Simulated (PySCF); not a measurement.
Compound: fluorodihydroxyborane, BFH2O2.
Z-matrix (Å and degrees, PBE0-D3(BJ)/def2-SVP geometry), rows numbered from 1:
```
O 
B   1  1.3495
O   2  1.3575  1  121.46
F   2  1.3338  1  118.22  3   179.99
H   1  0.9622  2  111.65  3     0.19
H   3  0.9621  2  112.73  1   179.88
```

Method used: TDDFT CAM-B3LYP/def2-SVPD, vertical, gas phase, core orbitals frozen in the response (PySCF 2.14.0, density-fitted response routines).

Frontier orbitals with the atoms that hold most of them (Löwdin shares over 4%, at most four atoms; ? is withheld):

```json
{"orbital": "HOMO-3", "ε (eV)": "-12.84", "atoms": "O1 62%, O3 12%, B2 11%, F4 8%"}
{"orbital": "HOMO-2", "ε (eV)": "-12.59", "atoms": "O3 34%, F4 26%, O1 26%, B2 10%"}
{"orbital": "HOMO-1", "ε (eV)": "-12.54", "atoms": "O3 52%, F4 24%, O1 15%, H6 4%"}
{"orbital": "HOMO", "ε (eV)": "-11.43", "atoms": "?"}
{"orbital": "LUMO", "ε (eV)": "0.34", "atoms": "?"}
{"orbital": "LUMO+1", "ε (eV)": "1.60", "atoms": "O3 38%, O1 24%, H6 15%, H5 14%"}
{"orbital": "LUMO+2", "ε (eV)": "2.49", "atoms": "O3 26%, O1 24%, F4 19%, B2 17%"}
```

Q: Which atoms hold the HOMO, and with what shares?

A: O1 (bonded to B and H) 48%; O3 (bonded to B and H) 39%; B2 (bonded to F and 2 O) 8%. By element: oxygen 86%, boron 8%.

Q: Give the leading atoms of the LUMO.

A: B2 (bonded to F and 2 O) 59%; O3 (bonded to B and H) 11%; O1 (bonded to B and H) 10%; H6 (bonded to O) 8%. By element: boron 59%, oxygen 21%, hydrogen 8% or more.

Q: How does S1 compare with the orbital gap of 11.77 eV?

A: S1 is at 8.34 eV (f = 0.0000), 3.43 eV below the gap, made of HOMO→LUMO (92%). Without the coupling terms of the response equations the lowest excitation would equal the gap.

Q: Give energy, strength and leading configuration of S1 and S3, and follow the Löwdin shares of the leading atoms from the occupied to the empty orbital.

A: 
- S1 (8.34 eV, f 0.0000), HOMO→LUMO (92%): O1 48% → 10%, O3 39% → 11%, B2 8% → 59%
- S3 (9.44 eV, f 0.016), HOMO-1→LUMO (89%): O3 52% → 11%, F4 24% → at most 8%, B2 at most 5% → 59%

One conformer stands for the species.
